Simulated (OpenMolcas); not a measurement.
## Ag2+: moving or changing the point charges

Ag2+ among 6 point charges of -1 e arranged as a trigonal antiprism (D3d), 1.96 Å from the ion, with a polar angle of 48.2° against the regular 54.74°.
```
   0.0000    1.4604    1.3072  -1.00
  -1.2647   -0.7302    1.3072  -1.00
   1.2647   -0.7302    1.3072  -1.00
   0.0000   -1.4604   -1.3072  -1.00
   1.2647    0.7302   -1.3072  -1.00
  -1.2647    0.7302   -1.3072  -1.00
```

```yaml
Program: OpenMolcas 26.06
Method: "SS-CASPT2, IPEA 0.25 Eh, imaginary shift 0.1 Eh (closed shells correlated: 4s 4p)"
Basis: ANO-RCC-VTZP [7s6p4d2f1g]
Scalar_Hamiltonian: DKH2, point nucleus
Active_space: 9 electrons in 5 orbitals (4d)
State_averaging: 2S+1 = 2 even, 5 roots
Spin-orbit_coupling: RASSI with atomic mean-field integrals over the reference wave functions
```

Runs around this geometry, states (labels of D3, the rotations of D3d). Energies in cm-1 above the lowest state or level, χT in cm3 K/mol.

| R (Å) | q (e) | Polar angle / regular | Ground state | First state of that spin | First gap with spin-orbit (degeneracies) | χT at 300 K |
| --- | --- | --- | --- | --- | --- | --- |
| 1.96 | -1 | 0.81 | 2E | 2A1 2470 | 440 (2, 2) | 0.968 |
| 1.96 | -0.5 | 0.88 | 2E | 2A1 1490 | 220 (2, 2) | 1.172 |
| 1.79 | -1 | 0.88 | 2E | 2A1 4960 | 710 (2, 2) | 0.725 |
| 1.96 | -1 | 0.88 | 2E | 2A1 3070 | 510 (2, 2) | 0.888 |
| 2.09 | -1 | 0.88 | 2E | 2A1 2170 | 350 (2, 2) | 1.031 |

Taking the first state of the same spin as R^-n, n = -ln(2170 / 4960) / ln(2.09 / 1.79) = 5.3 between the shortest and longest distance.

Scaling the charges by -0.5 / -1 = 0.50 scales the first state of the same spin by 1490 / 3070 = 0.49; with fixed orbitals a first-order splitting would follow the charge.

Roots that are degenerate in the reference are averaged as groups; the widest CASPT2 spread within a group is 54 cm-1 (the 2-fold group of multiplicity 2 near 0 cm-1 above the lowest state of its run, R = 1.96, q = -0.5, ratio = 0.88). Shifts and gaps below about the spread of the groups concerned are not significant. An orbital doublet at a regular site is open to a Jahn-Teller distortion, which this geometry leaves out. Free-ion shares, where given, are those of the reference states; single-state CASPT2 does not remix them. The ground term spreads over less than 5000 cm-1, several times less than with real ligands, so orbital moments are less quenched and χT lies further from the spin-only value than at real sites (holds for R = 1.96, q = -0.5, ratio = 0.88; R = 2.09, q = -1, ratio = 0.88). Point charges carry no covalency, so the field is a model and not that of real ligands. No measured value stands beside these numbers.
